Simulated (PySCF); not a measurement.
Species: C₄H₆O₃SSi.
Bonds: O1–S2 (double), S2–O3 (double), S2–O4, S2–C5, C5–C6 (double), C6–C7, C7–C8 (double), C8–Si9, C5–Si9. Hydrogens: H10 on O4; H11 on C6; H12 on C7; H13 on C8; H14, H15 on Si9.

NICS = −σ at a ghost point: NICS(0) at the centroid of the ring atoms, NICS(1) 1 Å to either side along the normal of their mean plane, zz for the tensor component along that normal. Level: GIAO PBE0/pcSseg-1 (PySCF, non-relativistic, gas phase) on the GFN2-xTB geometry, one conformer.

Ring bond lengths (Å), with Mayer bond orders in brackets: C5–C6 1.332 (1.76), C6–C7 1.459 (1.08), C7–C8 1.341 (1.83), C8–Si9 1.902 (0.88), Si9–C5 1.878 (0.77).

Problem. Give the NICS values of each ring in ppm.

Solution. 
```csv
ring,type,NICS(0),"NICS(1), two faces","NICS(1)zz, two faces",rms pucker (Å),"centre to ring atoms, mean (Å)"
C5–C6–C7–C8–Si9,"5-membered ring with Si; formal bonds 2 double, 3 single",0.8,-1.9 / -1.9,1.6 / 1.8,0.01,1.34
```

Problem. What do they say, and how far can they be read as aromaticity?

Solution. 
- C5–C6–C7–C8–Si9: mean NICS(1)zz 1.7 ppm, near zero. Si9 has four or more neighbours, and the NICS criterion for π rings isn't applied.

Problem. At the second NICS(1) probe listed for ring C5–C6–C7–C8–Si9, 1 Å off the ring, how large is the induced field along the normal in 11.7 T applied along it?

Solution. NICSzz × B0 = 1.8 ppm × 11.7 T = 21 μT, along the applied field.

Problem. List the ring angles and the Hirshfeld charges of the ring atoms.

Solution. 
- C5–C6–C7–C8–Si9: C5 112.1° (-0.131 e), C6 114.7° (-0.013 e), C7 115.9° (-0.035 e), C8 110.3° (-0.124 e), Si9 87.0° (+0.351 e); sum 540.0° against 540° for a flat convex ring.

Problem. What are the shieldings of the ring atoms and their hydrogens in the same run (means over atoms taken as equivalent)?

Solution. 
| atoms | environment | σ isotropic (ppm) | principal values of the symmetric part, first atom (ppm) |
| --- | --- | --- | --- |
| C5 | fully substituted alkene carbon | 39.0 | -35.2, 41.8, 110.5 |
| C6 | alkene CH carbon | 29.0 | -78.1, 22.8, 142.4 |
| C7 | alkene CH carbon | 33.0 | -83.9, 41.2, 141.9 |
| C8 | alkene CH carbon | 38.2 | -75.3, 24.2, 165.9 |
| Si9 | SiH2 silicon | 391.4 | 343.0, 390.8, 440.5 |
| H11 | vinylic hydrogen | 24.17 | 20.9, 23.1, 28.5 |
| H12 | vinylic hydrogen | 24.39 | 22.7, 23.2, 27.3 |
| H13 | vinylic hydrogen | 24.81 | 23.4, 24.7, 26.3 |
| H14 (×2) | Si–H hydrogen | 26.85 | 23.1, 25.4, 32.1 |

On one thread, Intel Xeon at 2.50 GHz (x86_64) (shared host), this took 94 s of wall time and 0.87 GiB of memory at its peak. This is the whole shielding run at PBE0/pcSseg-1, SCF included.

Shape of the structure used: `[O:1]=[S:2](=[O:3])([OH:4])[C:5]1=[CH:6][CH:7]=[CH:8][SiH2:9]1`: O1–S2–C5–C6 143°, H–O4–S2–O1 -125°.
